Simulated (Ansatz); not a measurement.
Stepwise reaction of `[NH2][Hf]([OH])([OH])[F]` with hydrogen chloride, as a gas-phase model of exchange steps in deposition or etching. ΔE in kJ/mol.

Program: Ansatz. Geometries: PBE0-D4/def2-TZVP. ΔE: electronic, gas phase. CBS: MP2 limit from def2 TZ/QZ plus the TZ coupled-cluster correction, frozen cores. This one scheme is used for every species. DFT in def2-TZVPP. B3LYP here is the variant with VWN-RPA as its local correlation; programs differ in this. def2 core potentials past Kr. For Hf outer-core shells are correlated without core-valence functions, which leaves a few kJ/mol of doubt a bond. Each species was taken in one conformer, which may not be the lowest.

```
step                                                             reaction  PBE-D4  B3LYP-D4  ωB97M-V  CCSD(T)/CBS
   1  `[NH2][Hf]([OH])([OH])[F]` + HCl → `[NH2][Hf]([OH])([F])[Cl]` + H₂O   -42.6     -39.4    -39.8        -41.8
   2  `[NH2][Hf]([OH])([F])[Cl]` + HCl → `[NH2][Hf]([F])([Cl])[Cl]` + H₂O   -29.8     -26.6    -26.5        -30.2
```

Problem. By hand: ΔE of the 2 steps together at CCSD(T)/CBS.

Solution. (-41.8) + (-30.2) = -72.0 kJ/mol, or -36.0 kJ/mol a step.

In ΔE each step is higher than the one before. All are downhill at CCSD(T)/CBS. PBE-D4 differs from CCSD(T)/CBS by -0.8 to 0.4 kJ/mol a step. Only this route is followed, and other bonds may react first. Isolated molecules leave out the surface, adducts and barriers. Largest T1 diagnostic: 0.015.
